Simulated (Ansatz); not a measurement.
Start from `[CH3][AlH][SiH2][GaH2]` and change one atom or group to get `CO[SiH2][AlH][CH3]`.

Ansatz, PBE0-D4/def2-TZVP geometries, multiplicity 1. Each molecule was computed in one conformer, which needn't be the lowest.

Scalar relativity is left out up to krypton.

```json
{"property": "HOMO energy (ωB97M-V/def2-TZVPP) / eV", "`[CH3][AlH][SiH2][GaH2]`": "-8.86"}
{"property": "HOMO energy (PBE0/def2-TZVPP) / eV", "`[CH3][AlH][SiH2][GaH2]`": "-6.96"}
{"property": "LUMO energy (ωB97M-V/def2-TZVPP) / eV", "`[CH3][AlH][SiH2][GaH2]`": "-0.70"}
{"property": "LUMO energy (PBE0/def2-TZVPP) / eV", "`[CH3][AlH][SiH2][GaH2]`": "-2.34"}
{"property": "HOMO–LUMO gap (PBE/def2-TZVPP) / eV", "`[CH3][AlH][SiH2][GaH2]`": "2.94"}
{"property": "HOMO–LUMO gap (PBE0/def2-TZVPP) / eV", "`[CH3][AlH][SiH2][GaH2]`": "4.62"}
```

Problem. What does the change do to each property? (Estimate.)

Solution. Computed: 
| property | `CO[SiH2][AlH][CH3]` | shift |
| --- | --- | --- |
| HOMO energy (ωB97M-V/def2-TZVPP) / eV | -8.90 | -0.04 |
| HOMO energy (PBE0/def2-TZVPP) / eV | -6.86 | 0.10 |
| LUMO energy (ωB97M-V/def2-TZVPP) / eV | -0.08 | 0.62 |
| LUMO energy (PBE0/def2-TZVPP) / eV | -1.69 | 0.65 |
| HOMO–LUMO gap (PBE/def2-TZVPP) / eV | 3.25 | 0.31 |
| HOMO–LUMO gap (PBE0/def2-TZVPP) / eV | 5.17 | 0.55 |

With PBE0 the HOMO rises by 0.10 eV and the LUMO rises by 0.65 eV, so the gap widens by about 0.55 eV. PBE moves the HOMO by 0.30 eV and ωB97M-V by -0.04 eV.
